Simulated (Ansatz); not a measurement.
Q: Name a neutral molecule of C, Cl, O, Si and H with size of the dipole moment (ωB97M-V/def2-TZVPP) between 0.85 and 1.15 D and LUMO energy (ωB97M-V/def2-TZVPP) between 0.10 and 0.40 eV (Ansatz, PBE0-D4/def2-TZVP geometry).

A: `O=C[SiH]([SiH3])Cl` (1.12 D, 0.24 eV); `O=C[SiH2]Cl` (1.06 D, 0.26 eV). Other molecules can fit too; these were computed, each in one conformer that needn't be the lowest.
